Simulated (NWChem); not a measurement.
# Te, triplet

Program: NWChem. Spin-unrestricted. Medium grid unless said otherwise, to which SCAN and Minnesota functionals are sensitive. The open p shell is one determinant without spherical averaging. No stability test was run on the SCF state. def2 effective core potentials on Te; no spin-orbit coupling.

Q: Estimate the computed values for r2SCAN/def2-TZVP. Quantities: highest occupied level (eV); lowest empty minus highest occupied level, either spin (eV); <S²>.

A: 
```
Quantity                                                     Result
-----------------------------------------------------------  ------
highest occupied level (eV)                                   -5.47
lowest empty minus highest occupied level, either spin (eV)    0.87
<S²>                                                           2.01
```
